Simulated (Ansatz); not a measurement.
Relaxation of C$_{3}$H$_{10}$Al (14 atoms, charge 0, multiplicity 2), to a largest force component of 0.03 eV/Å in at most 50 steps.

Method: UKS PBE0/cc-pVDZ in Ansatz.

```xyz
14
Properties=species:S:1:pos:R:3:forces:R:3
Al -0.066 0.146 -0.066 0.03 -0.05 -0.53
H -0.125 0.322 1.502 -0.03 0.07 0.47
C 1.714 0.021 -0.922 0.02 -0.01 -0.01
H 1.916 -1.067 -1.016 0.00 0.00 0.00
H 1.651 0.375 -1.968 -0.01 0.01 0.00
C 2.876 0.696 -0.189 -0.02 0.01 0.01
H 3.851 0.494 -0.663 -0.01 0.00 0.00
H 2.754 1.792 -0.162 0.01 0.00 0.00
H 2.948 0.363 0.859 0.00 -0.01 0.00
C -1.753 -0.024 -1.069 0.00 -0.01 0.00
H -2.290 -0.939 -0.759 0.00 0.00 0.00
H -2.434 0.817 -0.848 0.01 0.00 0.00
H -1.614 -0.071 -2.161 0.00 0.00 0.00
H -0.093 0.024 3.339 0.00 -0.01 0.06
```

Question: Where does it end, and by what steps?

Answer: It converged. After 11 steps the energy has fallen by 0.054 eV; H14 moved furthest, 1.53 Å.

```csv
step,energy less start (eV),largest force component (eV/Å),accepted
0,0.0000,0.525,yes
1,-0.0121,0.124,yes
2,-0.0149,0.086,yes
3,-0.0245,0.131,yes
4,-0.0339,0.183,yes
5,-0.0428,0.066,yes
6,-0.0480,0.048,yes
7,-0.0510,0.064,yes
8,-0.0529,0.035,yes
9,-0.0535,0.043,yes
10,-0.0539,0.036,yes
11,-0.0542,0.019,yes
```

```xyz
14
Properties=species:S:1:pos:R:3
Al -0.076 0.209 -0.206
H -0.182 0.532 1.364
C 1.702 0.149 -1.071
H 1.848 -0.894 -1.421
H 1.645 0.736 -2.008
C 2.899 0.595 -0.228
H 3.856 0.500 -0.769
H 2.808 1.649 0.084
H 2.990 0.002 0.698
C -1.734 -0.132 -1.214
H -2.322 -0.941 -0.745
H -2.384 0.763 -1.198
H -1.564 -0.402 -2.268
H -0.151 0.184 4.857
```

Whether the end is a true minimum wasn't checked by a vibrational analysis.

Run time: 26 s on 4 threads of Arm Neoverse V2 (shared host), peak memory 0.32 GiB.
